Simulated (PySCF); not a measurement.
Stationary points of Bi(OH)3

These are results of PySCF, PBE0, basis Bi def2-SVP with ECP60, O def2-SVP, H def2-SVP (scalar-relativistic core potentials, no spin–orbit coupling, density fitting), not measurements.

Relaxations began from a few typed shapes. The search is not exhaustive: other isomers or separated fragments can lie lower, and high-lying points may rest on an excited occupation.

(1) Order these stationary points by electronic energy, lowest first, in kJ/mol from the lowest minimum.
A. singlet C3h: Bi–O 2.152 Å (×3), O–H 0.967 Å (×3); Bi–O–H 121.9° (×3), O–Bi–O 120.0° (×3)
B. singlet C3: Bi–O 2.087 Å (×3), O–H 0.968 Å (×3); Bi–O–H 107.8° (×3), O–Bi–O 94.5° (×3)

(2) Which of them are minima?

## Answers

(1) B (0.0), A (183.3).

(2) By energy in kJ/mol, 0.0: minimum; 183.3: saddle point, 3 imaginary modes.

For the lowest minimum: no spin–orbit coupling is included, which matters more the heavier the element.
